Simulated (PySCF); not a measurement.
# Radial density of Zn²⁺ (zinc, charge +2)

TPSSh, [Ar] 3d9 4s1, 4s spin antiparallel (an excited configuration). Computed with PySCF 2.14 in aug-cc-pVDZ-DK, with scalar relativity by spin-free X2C-1e.

| r (bohr) | 4πr²ρ (e/bohr) | 4πr²(ρα − ρβ) |
| --- | --- | --- |
| 0.000893 | 0.2897 | -0.0002 |
| 0.00150 | 0.7207 | -0.0004 |
| 0.00253 | 1.754 | -0.0011 |
| 0.00425 | 4.118 | -0.0025 |
| 0.00715 | 9.105 | -0.0055 |
| 0.0120 | 18.10 | -0.0106 |
| 0.0202 | 29.94 | -0.0158 |
| 0.0340 | 36.71 | -0.0131 |
| 0.0572 | 31.41 | 0.0027 |
| 0.0963 | 31.76 | 0.0053 |
| 0.162 | 42.11 | 0.0786 |
| 0.272 | 24.86 | 0.5541 |
| 0.458 | 22.15 | 1.1061 |
| 0.771 | 19.24 | 1.0209 |
| 1.30 | 4.673 | -0.0293 |
| 2.18 | 0.8482 | -0.4909 |
| 3.67 | 0.1003 | -0.0942 |
| 6.17 | 2.054e-05 | 0.0000 |
| 10.4 | 0.0001065 | -0.0001 |

Densities and radii are taken from the X2C orbitals without a picture-change correction, which distorts them close to the nucleus.

With the s spin flipped the determinant is a mixture of two multiplicities, not a spectroscopic state.
